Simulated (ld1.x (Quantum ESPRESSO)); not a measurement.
Before and after: TM potential for tellurium

ld1.x (Quantum ESPRESSO) 7.5 input, shortened:

```
&input
   title='Te', zed=52., rel=1, dft='PZ', iswitch=3,
   config='[Kr] 4d10 5s1 5p5'
 /
 &inputp
   pseudotype=2, tm=.true., lloc=0,
   nlcc=.true.
 /
2
5P  2  1   5.00   0.00  2.20  2.20  0.0
5S  1  0   1.00   0.00  1.70  1.70  0.0
 &test
   configts(1)='5s1 5p5'
 /
```

Change: core [Kr], valence charge 16; reference 4d10 5s2 5p3.5; waves now 5s (bound): rc 1.90 bohr; 5p (bound): rc 2.00 bohr; 4d (bound): rc 1.60 bohr; local potential the d channel; core correction Bessel-smoothed model core, default radius (core density twice the valence density).

Cutoffs: the cutoffs (Ry, on a coarse ladder) from which the occupation-weighted sum of valence levels, in a spherical-Bessel basis at the reference potential, stays within 10 and 1 mRy of its value at 400 Ry; they do not see the model core or the augmentation charge, which bear on the density cutoff. Errors are all-electron minus pseudo energies relative to the spin-unpolarised reference configuration.

Question: What does the change do?

Answer: The potential gets harder (25 Ry and 45 Ry → 90 Ry and 160 Ry); a bound ghost appears in p, s, which as a rule spoils a file. The added semicore shells are compact, so their waves need more plane waves. Several settings change at once here, so the effects cannot be laid on one of them.

| quantity | base | changed |
| --- | --- | --- |
| cutoff, loose | 25 Ry | 90 Ry |
| cutoff, tight | 45 Ry | 160 Ry |
| bound ghosts | none | s, p |
| largest error over its own tests, meV | -146 | -13 |

 A true bound ghost makes a file unfit for plane-wave use even where its test errors are small: the radial tests pick states by their node count and pass the ghost by.
